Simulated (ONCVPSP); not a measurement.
# Before and after: ONCV potential for Nb (Z = 41)

* Element: Nb (Z = 41)
* Generator: ONCVPSP 4.0.1
* Type: optimised norm-conserving Vanderbilt (ONCV)
* Functional: PBE
* Relativity: scalar-relativistic
* Frozen core: [Ar] 3d10
* Valence charge: 13
* Reference configuration: 4s2 4p6 4d4 5s1
* Partial waves: 4s+5s: rc 1.60 bohr, ncon 4, nbas 8, qcut 6.7 1/bohr, 2 projectors; 4p: rc 1.90 bohr, ncon 4, nbas 7, qcut 8.6 1/bohr, 2 projectors, debl 2.8 Ha; 4d: rc 2.70 bohr, ncon 4, nbas 9, qcut 5.7 1/bohr, 3 projectors, debl 0.3 Ha
* Local potential: polynomial inside 1.05 bohr (lpopt 4, dvloc0 4 Ha)
* Core correction: none

Change: fully relativistic.

Cutoffs: the cutoffs (Ha) at which the residual kinetic energy of the hardest occupied pseudo-wave falls to 1 and 0.1 mHa per electron; they do not see the model core or the augmentation charge, which bear on the density cutoff. Errors are all-electron minus pseudo energies relative to the spin-unpolarised reference configuration.

Question: How do hardness, ghosts and transferability respond?

Answer: The potential gets neither clearly harder nor softer (18 Ha and 23 Ha → 18 Ha and 23 Ha); of the 3 tests that both files solve, the error grows in 3 and shrinks in 0 by more than 15 % and 0.3 meV (median size 0.1 → 1.5 meV); neither file shows a bound ghost.

```tsv
quantity	base	changed
cutoff, loose	18 Ha	18 Ha
cutoff, tight	23 Ha	23 Ha
loose cutoff by channel	s 18 Ha, p 14 Ha, d 11 Ha	s 18 Ha, p 16 Ha, d 11 Ha
bound ghosts	none	none
GHOST(+) flags under 300 eV	s at 261.9 eV	s at 261.8 eV
tests counted (converged, no solver errors)	3 of 4	3 of 4
error for 4s2 4p6 4d4 5s0, meV [ΔE 6.64 eV]	+0.1	+1.5
error for 4s2 4p6 4d3 5s0, meV [ΔE 20.68 eV]	+1.3	+2.5
error for 4s2 4p6 4d4 5s0 5p1, meV [ΔE 2.95 eV]	-0.1	+0.4
s: phases at 1.62 bohr within 0.05 rad from the reference energy up to (Ha; the scan ends near 5)	to the end of the scan	to the end of the scan
```

Base: Tests not counted: 4s2 4p6 4d2 5s0 (no result). Changed file: Tests not counted: 4s2 4p6 4d2 5s0 (no result). These tests converged, but a pseudo level misses the all-electron one widely, so the file describes the atom poorly there or has found another state: 4s2 4p6 4d4 5s0 5p1: empty 5s by 4.6 eV.
